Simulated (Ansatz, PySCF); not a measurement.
Reaction (SMILES): [CH2]B(C)N -> [CH2-]B(C)N (an electron is taken up)
Structures are relaxed separately at B3LYP-D3(BJ)/def2-TZVP in Ansatz (a quantum-chemistry and plane-wave program), one conformer each, not searched for the lowest. Frequencies are from Ansatz.

Wanted: adiabatic electron affinity (0 K, with B3LYP-D3(BJ) harmonic zero-point energies), positive where the reaction releases energy, in eV. Correlated levels leave the core frozen unless marked. Open shells are spin-unrestricted. No spin-orbit coupling. No relativistic terms. Anions need diffuse functions: aug- sets have them; def2-D sets add few; the other sets have none. CBS marks a two-point X^-3 extrapolation of the correlation energy; Hartree-Fock from the larger set. [CCSD(T)-MP2]/basis is that difference in the basis named.

```tsv
level	program	adiabatic electron affinity (eV)
HF-D4/def2-TZVPD	PySCF + dftd4	-0.51
BLYP/def2-TZVPD	Ansatz	0.79
PBE0/def2-SVP	Ansatz	?
PBE0/def2-TZVPD	Ansatz	0.73
BHLYP-D4/def2-TZVPD	Ansatz + dftd4	?
r2SCAN0/def2-TZVPD	Ansatz	?
wB97M-V/def2-TZVPD	Ansatz	?
SCS-MP2/6-31G*	Ansatz	-0.33
SCS-MP2/cc-pVTZ	Ansatz	0.64
RI-MP2/CBS(aug-cc-pVTZ,aug-cc-pVQZ)+[CCSD(T)-MP2]/aug-cc-pVDZ	Ansatz	1.00
```

Q: What belongs in the gaps?

A: 
- PBE0/def2-SVP, adiabatic electron affinity (eV): 0.26
- BHLYP-D4/def2-TZVPD, adiabatic electron affinity (eV): 0.56
- r2SCAN0/def2-TZVPD, adiabatic electron affinity (eV): 0.60
- wB97M-V/def2-TZVPD, adiabatic electron affinity (eV): 0.85
